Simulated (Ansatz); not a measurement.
CH₃BGeO. Total charge 0; spin multiplicity 1. The bonds changed during the relaxation, so this is another structure than the one it started from.

Cartesian coordinates in Å:
```
O -0.800 -2.352 0.694
C -0.343 -1.527 0.047
B 0.230 -0.438 -0.739
Ge 0.118 1.156 0.289
H 0.673 -0.595 -1.828
H 0.606 2.537 -0.161
H -0.484 1.218 1.698
```

(1) List the harmonic frequencies (cm⁻¹, unscaled) at PBE0-D4/def2-TZVP in Ansatz. (An estimate is asked.)

(2) Is this a minimum?

(3) Give the ideal-gas thermochemistry at 298.15 K and 1 bar (rigid rotor, harmonic oscillator; point group Cs, symmetry number 1).

(4) And at 400, 500, 600, 800 and 1000 K?

## Answers

(1) Ansatz gave: 109, 261, 429, 462, 524, 549, 620, 713, 863, 885, 1075, 2148, 2169, 2183, 2699.

(2) Yes, all 15 modes are real.

(3) Zero-point energy 93.8 kJ/mol; H(298) − E = 110.4 kJ/mol; entropy 312.2 J/(mol·K), of which translation 168.0, rotation 107.4, vibration 36.8; G(298) − E = 17.3 kJ/mol.

(4) 
| T (K) | H − E (kJ/mol) | S (J/mol/K) | G − E (kJ/mol) |
| --- | --- | --- | --- |
| 400 | 119.6 | 338.7 | -15.9 |
| 500 | 129.8 | 361.3 | -50.9 |
| 600 | 140.8 | 381.3 | -88.0 |
| 800 | 164.7 | 415.7 | -167.9 |
| 1000 | 190.5 | 444.5 | -253.9 |
